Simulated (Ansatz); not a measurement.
GeHF (SMILES [F][GeH]): methods side by side

The species is GeHF (3 atoms), meant as a singlet with charge 0. As SMILES, `[F][GeH]`. The shape is that of a PBE0-D4/def2-TZVP optimisation.

```xyz
3

F     0.6721    1.0126    0.4697
Ge   -0.6579    0.1952   -0.3356
H    -0.0252   -1.2727   -0.1474
```

Quantity: the energy change with the F1–Ge2 bond stretched from 1.757 to 2.196 Å, in eV. The values are calculated.

```csv
level,kind,program,value (eV),less FCI/STO-3G,CPU time (all runs)
HF/STO-3G (restricted),Hartree–Fock,Ansatz,2.47,+0.71,0.29 s
SVWN5/STO-3G (restricted),LDA,Ansatz,2.15,+0.39,3.2 s
revPBE/STO-3G (restricted),GGA,Ansatz,1.87,+0.11,6.8 s
r2SCAN/STO-3G (restricted),meta-GGA,Ansatz,2.11,+0.35,9.5 s
PBE0/STO-3G (restricted),global hybrid,Ansatz,2.20,+0.44,2.2 s
wB97X/STO-3G (restricted),range-separated hybrid,Ansatz,2.37,+0.61,11 s
MP2/STO-3G (restricted),perturbation theory,Ansatz,2.22,+0.46,0.34 s
CCSDT/STO-3G (restricted),coupled cluster or CI,Ansatz,1.77,+0.01,1.2 s
FCI/STO-3G,exact in the basis,Ansatz,1.76,0.00,1.8 s
```

FCI/STO-3G is exact within its basis and frozen core, so for wave-function methods in that basis the difference is their error; functionals converge differently with the basis, so for them it is only a difference. All-electron rows without a relativistic Hamiltonian named are non-relativistic. The first shape isn't each level's own minimum. The values span 1.76 to 2.47 eV. All rows use very small basis sets, so none should be taken for the real molecule's value. In the correlated wave-function rows the outer d shell of Ge is correlated, in sets not made for it. In so small a basis fixed costs decide the times, and correlated methods can beat functionals. CPU times are rough (shared hosts, several kinds of processor and program).
